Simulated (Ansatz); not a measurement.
One change: `[MgH][O][SiH3]` becomes `[SiH3][O][GeH3]`.

Ansatz, PBE0-D4/def2-TZVP geometries, multiplicity 1. 

Scalar relativity is left out up to krypton.

| property | `[MgH][O][SiH3]` |
| --- | --- |
| zero-point energy (PBE0-D4/def2-TZVP) / kJ/mol | 89.9 |
| HOMO–LUMO gap (ωB97M-V/def2-TZVPP) / eV | 10.74 |
| HOMO energy (ωB97M-V/def2-TZVPP) / eV | -10.37 |
| size of the dipole moment (PBE/def2-TZVPP) / D | 1.56 |
| LUMO energy (PBE/def2-TZVPP) / eV | -1.68 |
| HOMO energy (PBE0/def2-TZVPP) / eV | -8.03 |

Task: Give the same properties after the change, and the shifts. (An estimate is asked.)

Result: The calculation gave: 
```csv
property,`[SiH3][O][GeH3]`,shift
zero-point energy (PBE0-D4/def2-TZVP) / kJ/mol,138.5,48.6
HOMO–LUMO gap (ωB97M-V/def2-TZVPP) / eV,12.27,1.53
HOMO energy (ωB97M-V/def2-TZVPP) / eV,-10.77,-0.40
size of the dipole moment (PBE/def2-TZVPP) / D,1.21,-0.35
LUMO energy (PBE/def2-TZVPP) / eV,-1.13,0.55
HOMO energy (PBE0/def2-TZVPP) / eV,-8.46,-0.43
```

With PBE0 the HOMO falls by 0.43 eV and the LUMO rises by 0.68 eV, so the gap widens by about 1.11 eV. PBE moves the HOMO by -0.40 eV and ωB97M-V by -0.40 eV. The zero-point energy changes by 48.6 kJ/mol with +6 modes. Dipoles are sizes alone; their direction can turn.
